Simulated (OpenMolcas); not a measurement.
**Fe3+, Ru3+, Os3+: d⁵ down the group**

```yaml
Program: OpenMolcas 26.06
Method: CASSCF
Basis: ANO-R3
Scalar_Hamiltonian: X2C, finite nucleus
Spin-orbit_coupling: RASSI with atomic mean-field integrals over the reference wave functions, term energies averaged over their components
```

Active space for each ion: 5 electrons in 5 orbitals (d).

Computed levels in cm-1 above ⁶S_5/2:

| Level | Fe3+ | Ru3+ | Os3+ |
| --- | --- | --- | --- |
| ⁴G_7/2 | 37562 | 27696 | 25205 |
| ⁴G_11/2 | 37568 | 27751 | 25905 |
| ⁴G_9/2 | 37576 | 27815 | 26665 |
| ⁴P_1/2 | 43336 | 32090 | 29389 |
| ⁴D_7/2 | 46643 | 34034 | 32200 |
| ⁴D_1/2 | 46721 | 34683 | 35831 |
| ²I_11/2 | 53437 | 39486 | 36602 |
| ²I_13/2 | 53497 | 39936 | 39457 |
| ⁴F_5/2 | 63013 | 46247 | 45699 |
| weight of ⁶S in the lowest level (%) | 100 | 99 | 92 |

Mixed levels, with the weight of the term that names them: Os3+ ⁴P_1/2 (67 %), Os3+ ⁴D_1/2 (71 %), Os3+ ⁴F_5/2 (50 %).

Measured, with the error of the calculation in %. Measured levels: Fe3+ from Corliss and Sugar, J. Phys. Chem. Ref. Data 11, 135 (1982).

```csv
Level,Fe3+
⁴G_11/2,32246 (+16.5)
⁴P_1/2,35407 (+22.4)
⁴D_7/2,38779 (+20.3)
⁴D_1/2,38897 (+20.1)
```

Without spin-orbit coupling ⁴G lies 37566, 27735, 25779 cm-1 above ⁶S in that order; the difference to the level ⁴G_7/2, of either sign, comes from spin-orbit coupling, which also lowers the zero.

Without dynamic correlation excited terms often stand tens of per cent too high (terms of higher spin than the ground term too low), and those without a measured partner can miss by more than the paired ones. Measured partners are found by configuration, term and J. A level has none where our copy of the source lacks it or the pairing is in doubt (some pairs that miss far off the trend of their configuration count as doubtful), and it then counts in no deviation. Levels of configurations outside the active space are missing.
